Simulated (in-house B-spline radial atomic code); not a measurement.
Spin-orbit splittings of orbital energies (j = l + 1/2 less j = l - 1/2) and ratios of mean radii (lower j over upper j) along the 28-electron series, configuration [Ar] 3d10. Computed with a B-spline radial code for spherical atoms: Dirac-Hartree-Fock, average of the configuration, finite nuclei.

```
  ion   Z  splitting of 2p (eV)  radius ratio of 2p  splitting of 3p (eV)  radius ratio of 3p  splitting of 3d (eV)  radius ratio of 3d
 Rb9+  37                61.362             0.97423                9.7311             0.98191                1.6688             0.99345
Sr10+  38                69.045             0.97279                11.181             0.98117                1.9641             0.99325
Zr12+  40                86.622             0.96979                14.581              0.9796                2.6694             0.99279
Nb13+  41                96.613             0.96823                16.557             0.97877                3.0854             0.99252
Mo14+  42                107.47             0.96662                18.734             0.97791                3.5477             0.99224
Tc15+  43                119.26             0.96497                21.125             0.97702                4.0597             0.99194
Ru16+  44                132.02             0.96328                23.746             0.97609                4.6247             0.99162
Rh17+  45                145.81             0.96155                26.612             0.97514                5.2464             0.99129
Pd18+  46                160.71             0.95977                29.737             0.97416                5.9283             0.99095
Ag19+  47                176.76             0.95795                33.139             0.97315                6.6743             0.99059
Cd20+  48                194.04             0.95608                36.834             0.97211                7.4881             0.99022
In21+  49                212.61             0.95417                 40.84             0.97104                8.3738             0.98984
Sn22+  50                232.54             0.95221                45.177             0.96994                9.3356             0.98945
Sb23+  51                 253.9             0.95021                49.862             0.96881                10.378             0.98904
Te24+  52                276.78             0.94816                54.917             0.96765                11.504             0.98863
 I25+  53                301.25             0.94606                60.361             0.96646                 12.72              0.9882
Xe26+  54                327.39             0.94392                66.218             0.96524                 14.03             0.98776
Cs27+  55                355.29             0.94172                 72.51             0.96398                15.439             0.98732
Ba28+  56                385.04             0.93948                 79.26              0.9627                 16.95             0.98686
La29+  57                416.73             0.93719                86.493             0.96139                18.571             0.98639
Ce30+  58                450.45             0.93485                94.235             0.96004                20.305             0.98591
```

Problem. With what power of Z does the column «splitting of 3p (eV)» change over this range?

Solution. A fit of the logarithm of its size against log Z from Z = 37 to 58 has slope 5.04. An unscreened hydrogenic electron would give 4 at low Z; screening makes the apparent power larger near the neutral end, and relativity raises it again at high Z.
